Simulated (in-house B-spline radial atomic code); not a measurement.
## RPA and G0W0 on BHandHLYP: the xenon ion Xe²⁶⁺

Configuration [Ar] 3d10, mean-field start BHandHLYP. Computed with a B-spline radial code for spherical atoms: all electrons, non-relativistic, point nucleus, each spin shell either full or empty, empty states to l = 9 with an (l + 1/2)⁻⁴ tail; G0W0 by contour deformation at full frequency.

Without relativity these are model numbers: it shifts the levels of so heavy an element strongly and can reorder them.

Command:
```bash
python run_gw.py task.json out
```
Settings (radii: box in bohr, nucleus in fm):
```
Z                        54
electrons                28
configuration            [Ar] 3d10
hamiltonian              nr
method                   bhandhlyp
lmax                     9
spin_polarised           False
box_radius               3.38
intervals                48
```

Run time, properties included: 1.6 s on 1 thread of Arm Neoverse N1 (shared host).

Energies (hartree):

```
                                     term        value
                         mean-field total  -6908.31077
Hartree-Fock functional on these orbitals  -6906.93572
                      direct second order      -2.2345
                    second-order exchange      0.64177
                         SOSEX correction      0.62345
```

Q: What is the RPA correlation energy, and what remains with SOSEX?

A: RPA gives -2.1178 hartree (-2.06 eV per electron); RPA + SOSEX gives -1.4943, and the second-order doubles -1.5928 hartree (no singles). SOSEX takes back 29 % of the RPA value.

Quasi-particle levels (eV):

```json
{"level": "3d", "occupied": "yes", "mean field": "-1485.43", "Σx - vxc": "-21.75", "Σc": "?", "QP weight": "?", "G0W0": "?"}
{"level": "3p", "occupied": "yes", "mean field": "-1716.67", "Σx - vxc": "-29.20", "Σc": "5.02", "QP weight": "0.992", "G0W0": "-1740.85"}
{"level": "3s", "occupied": "yes", "mean field": "-1843.58", "Σx - vxc": "-34.23", "Σc": "6.19", "QP weight": "0.992", "G0W0": "-1871.62"}
{"level": "2p", "occupied": "yes", "mean field": "-5612.84", "Σx - vxc": "-66.81", "Σc": "24.81", "QP weight": "0.906", "G0W0": "-5654.84"}
{"level": "4s", "occupied": "no", "mean field": "-845.80", "Σx - vxc": "15.70", "Σc": "-1.58", "QP weight": "0.999", "G0W0": "-831.69"}
```

G0W0 = mean field + (Σx - vxc) + Σc, with Σc (partial-wave tail included) taken at the quasi-particle energy. Only the outer levels were computed.

Q: Where does G0W0 put 3d?

A: At -1505.06 eV, with Σc = 2.11 eV and a quasi-particle weight of 0.994. The tabulated removal energy is 1493 ± 4 eV (NIST, tabulated theory); the calculation leaves out relativity, Breit and QED terms, and what these don't explain is the method's own error.
